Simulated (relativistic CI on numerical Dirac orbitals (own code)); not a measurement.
Calculated levels, Ho60+

Method of calculation: Dirac-Coulomb-Breit CI, KLI orbitals optimised for each configuration, model QED (radiative potential, 1s self-energy scaled to tabulated hydrogen-like ionisation energies), unscaled Slater integrals (own radial code, finite nucleus).

Configurations in the expansion (outside the closed core 1s2): 2s2 2p3, 2s 2p4, 2p5, 2p4 3s, 2p4 3p, 2p4 3d, 2s2 2p2 3s, 2s2 2p2 3p, 2s2 2p2 3d, 2s 2p3 3s, 2s 2p3 3p, 2s 2p3 3d, 2s2 2p2 4s, 2s2 2p2 4p, 2s2 2p2 4d, 2s2 2p2 4f. Levels of other configurations are missing.

```tsv
No.	Configuration	Term	J	E (Ry)	%	Next component (%)	Lifetime (s)
41	2s2 2p2 3p	2P°	1/2	624.268	83	7 4D°	1.15e-13
42	2s 2p3 3p	2P	1/2	625.475	34	27 4P	1.87e-15
43	2s 2p3 3p	2D	3/2	625.563	30	19 4F	2.09e-15
44	2s2 2p2 3d	4F	3/2	626.393	39	25 2P	5.08e-15
45	2s2 2p2 3d	4F	5/2	626.458	53	39 2F	9.00e-15
46	2s2 2p2 3d	4D	1/2	626.706	79	15 2P	6.81e-15
47	2s2 2p2 3d	2G	7/2	627.620	52	25 2F	8.30e-14
48	2s2 2p2 3d	2D	5/2	628.696	36	32 2F	9.19e-16
49	2s2 2p2 3d	2D	3/2	629.147	45	23 2P	9.72e-16
50	2s2 2p2 3d	2P	1/2	629.792	36	32 4P	8.78e-16
51	2s2 2p2 3d	4D	7/2	631.064	46	38 4F	3.78e-14
52	2s2 2p2 3d	2P	3/2	632.364	39	28 4P	1.26e-15
53	2s2 2p2 3d	2G	9/2	632.510	64	36 4F	1.30e-11
54	2s2 2p2 3d	2F	5/2	632.535	44	21 4D	9.92e-16
55	2s2 2p2 3d	2D	5/2	633.694	60	24 4P	7.08e-16
56	2s2 2p2 3d	2F	7/2	634.274	69	13 2G	6.42e-16
57	2s2 2p2 3d	2D	3/2	634.626	58	30 2P	9.55e-16
58	2s2 2p2 3d	2P	1/2	634.968	58	36 2S	8.94e-16
59	2s 2p3 3p	4D	7/2	638.840	49	28 6P	1.67e-13
60	2s 2p3 3p	4P	3/2	639.484	31	30 2P	4.36e-15
61	2s 2p3 3p	4P	5/2	640.697	38	28 2D	4.70e-15
62	2s 2p3 3p	2P	1/2	640.993	39	29 4P	2.68e-15
63	2s 2p3 3p	2D	5/2	645.145	32	27 4P	5.93e-15
64	2s 2p3 3d	4D°	5/2	645.406	30	19 4F°	1.01e-14
65	2s 2p3 3d	4D°	3/2	645.736	29	24 6D°	4.71e-15
66	2s 2p3 3d	4F°	7/2	645.963	24	22 2F°	1.52e-13
67	2s 2p3 3d	4P°	1/2	645.984	46	28 6D°	1.17e-14
68	2s 2p3 3p	2P	3/2	646.290	35	23 2D	6.64e-15
69	2s 2p3 3p	4P	1/2	646.623	40	29 2P	6.47e-14
70	2s 2p3 3d	4F°	9/2	650.056	50	28 6D°	1.09e-11
```

Energies count from the lowest computed level; ° marks odd parity; lifetimes are radiative, by E1, M1, E2, M2 decay to levels of this space only.

The mean weight of the leading LS term, summed over parents, in these 30 levels is 46 %, and that of the leading jj configuration (from the same eigenvectors) 97 %, so jj coupling describes them better and the LS labels are nominal.

At this charge energies of transitions that change n are usually good to better than 1 %, and those within a shell (Δn = 0) to a few per cent.

LS names give the leading component of a level, which can be under half, so a name can repeat, a term be missing and a line seem to break the LS rules.
